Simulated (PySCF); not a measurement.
# Working with the constants of LaN

RHF-CCSD(T) constants of LaN, singlet, about 0.1 electrons in the 4f shell (Mulliken) (PySCF, spin-free X2C with a Gaussian nucleus, basis sets La x2c-TZVPall, N x2c-TZVPall; masses 138.9063 and 14.0031 u):

| Item | Value |
| --- | --- |
| ωe | 834.0 cm⁻¹ |
| ωexe | 3.23 cm⁻¹ |
| Be | 0.39547 cm⁻¹ |
| αe | 0.00214 cm⁻¹ |
| De to La (5d1 6s2) + N | 5.12 eV |

What force constant and bond length do these constants imply?

Reduced mass μred = 12.721 u; k = 5.8918×10⁻⁷·μred·ωe² (u, cm⁻¹, mdyn/Å) = 5.21 mdyn/Å; Re = √(16.8576/(μred·Be)) (u, cm⁻¹, Å) = 1.831 Å.

Estimate the centrifugal constant D from the Kratzer relation and find the Dunham coefficient a1.

D = 4Be³/ωe² = 3.56e-07 cm⁻¹; a1 = −1 − αeωe/(6Be²) = -2.90.

Correlated steps freeze 19 core orbitals. These are scalar-relativistic numbers at best; spin–orbit coupling would shift them, the dissociation energy most. Where the molecule has an RHF reference, its open-shell atoms are computed with UHF.
